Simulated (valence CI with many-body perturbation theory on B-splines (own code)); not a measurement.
## Ca7+ in brief

Computed by configuration interaction combined with many-body perturbation theory (CI+MBPT): three valence electrons over a frozen Dirac-Fock core [Ne], a basis of 9 s, 9 p, 8 d, 6 f, 3 g, 1 h functions for each j, with the one-electron correlation potential Σ1 (screened to all orders), the two-electron term Σ2, the three-electron term Σ3, Breit, model QED; selected single and double excitations, second order for the rest, scaled by the run's own slope (own B-spline code, finite nucleus).

No measured spectrum was set against this ion. As an estimate, levels hold to about 100 cm⁻¹ or 0.05 % of their energy and the worst to 300 or 400 cm⁻¹, as in measured light ions of charge 2 to 7.

Rates and lifetimes use the calculated energies. Strong lines usually hold to 10 to 20 %, long lifetimes can be off by a factor of two.

(1) What is the ground level?

(2) Name the longest-lived excited levels whose lifetime is computed, and their main decay.

(3) What are the static dipole polarisabilities of the lowest levels?

(4) Among levels below 57.271 eV, which E1 lines absorb most strongly from the ground level?

(5) How is the term 2P° of the ground level split?

(6) How well does LS coupling describe the low levels?

(7) What is the ionisation energy?

Answers

(1) 3s2.3p 2P°_1/2, composition 96 % 3s2.3p 2P°, g = 0.665.

(2) 3s2.3p 2P°_3/2 at 0.535 eV lives 1.38 s, mostly by M1 to 3s2.3p 2P°_1/2; 3s.3p2 4P_3/2 at 16.281 eV lives 2.30 μs, mostly by E1 to 3s2.3p 2P°_3/2; 3s.3p2 4P_5/2 at 16.574 eV lives 792 ns, mostly by E1 to 3s2.3p 2P°_3/2. The lifetime of 3s.3p.3d 4F°_9/2 is too uncertain to give, and may be longer.

(3) 3s2.3p 2P°_1/2 1.23; 3s2.3p 2P°_3/2 1.24 (tensor 0.10) bohr³, of which the core gives 0.0211.

(4) to 3s2.3d 2D_3/2 at 35.41 nm, f = 0.735; to 3s.3p2 2P_1/2 at 43.24 nm, f = 0.310; to 3s.3p2 2P_3/2 at 42.76 nm, f = 0.188.

(5) J = 1/2 at 0.000, J = 3/2 at 0.535 eV.

(6) Among the lowest 20 levels the leading LS term, summed over configurations, holds 99 % on average. For single configurations the figures are 89 % in LS and 63 % in jj coupling. Terms mix most in the J = 3/2 level at 46.794 eV, where the leading one holds 89 %.

(7) 147.8 eV; NIST lists 147.24 ± 0.12 eV (measured).
